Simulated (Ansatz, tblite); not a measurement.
Adding an electron: the cluster Li7H7⁺. Charge 1, multiplicity 2. Geometry: PBE-D4/def2-TZVP. Ansatz, gas phase; energy differences of separate SCF runs; the reduced species is a singlet (the triplet lies 0.27 eV higher at PBE0-D4/def2-TZVP).

Cartesian coordinates in Å:
```
Li 0.2723 -0.7595 1.9613
Li -0.5273 -1.2613 -1.3485
Li -2.1044 -0.1116 1.3211
Li 2.4339 1.6983 0.9062
Li -0.3883 1.6048 2.6351
Li 0.2668 0.9058 -0.2269
Li 1.6927 1.0677 -2.3076
H -1.7135 -2.6938 -2.2676
H 1.9869 1.6761 -0.7275
H 1.0870 0.8994 1.7150
H -1.5441 -2.2309 -2.8432
H -0.6773 -0.8584 0.3633
H -1.1336 0.0118 2.7922
H 0.3490 0.0518 -1.9729
```

The xTB rows come from tblite. In the doublet, H8 and H11 lie 0.76 Å apart (atoms count from 1), so H2 has formed as a molecule. The structure comes from a short search, and lower isomers may exist.

| level | −HOMO (eV) | −LUMO (eV) | vertical EA (eV) | HOMO–LUMO gap (eV) | remarks |
| --- | --- | --- | --- | --- | --- |
| GFN1-xTB | – | – | 11.90 | – | – |
| GFN2-xTB | – | – | 7.15 | – | – |
| PBE-D4/def2-TZVP | 5.89 | 5.04 | 3.54 | 0.84 | restricted singlet, untested (singlet) |
| r2SCAN-D4/def2-TZVP | 5.88 | 4.55 | 3.26 | 1.33 | restricted singlet, untested (singlet) |
| PBE0-D4/def2-TZVP | 6.37 | 4.41 | 3.38 | 1.96 | restricted singlet, untested (singlet) |

  HOMO and LUMO are the levels of the spin that leaves or enters (xTB has no such levels and no spin-polarisation term). Other spin states of the ions may lie lower, which would lower the ionisation energy or raise the affinity. Raw xTB energy differences between charge states are shifted by several eV; the methods need an empirical correction for them.
